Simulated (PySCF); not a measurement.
C₆ coefficients of unlike pairs at PBE0

Calculated with PySCF 2.14 from the dipole response of each species, C₆(A,B) = (3/π) ∫ α_A(iu) α_B(iu) du, in atomic units, from isotropic polarisabilities. For ions this is the dispersion term alone; charge-induced terms of lower order in 1/R come first.

| species | configuration | basis | relativity | α (bohr³) | C₆ (like pair) |
| --- | --- | --- | --- | --- | --- |
| Cs⁺ | [Xe] (1S) | aug-cc-pVTZ-X2C (9s8p6d3f) | spin-free X2C | 15.68 | 129.3 |
| Tc | [Kr] 4d5 5s2 (6S) | dyall-av2z (22s15p11d2f) | none | 103.4 | 1209 |
| C³⁺ | [He] 2s1 (2S) | aug-cc-pVQZ-DK (6s5p4d3f2g) | spin-free X2C | 3.181 | 2.541 |
| Fe⁺ | [Ar] 3d6 4s1 (6D) | aug-cc-pVDZ (7s6p4d2f) | none | 27.94 | 140.0 |

Task: Estimate C₆ for C³⁺ with Tc.

Result: The integral gives 52.81. The combination rule 2 C_A C_B / (C_A α_B/α_A + C_B α_A/α_B) gives 51.29 and the geometric mean 55.42.

No spin-orbit coupling is included.

The other pairs:

```json
{"pair": "Fe⁺, Tc", "C₆": "403.9"}
{"pair": "Fe⁺, Cs⁺", "C₆": "123.0"}
{"pair": "Fe⁺, C³⁺", "C₆": "18.69"}
{"pair": "Tc, Cs⁺", "C₆": "329.3"}
{"pair": "C³⁺, Cs⁺", "C₆": "17.15"}
```
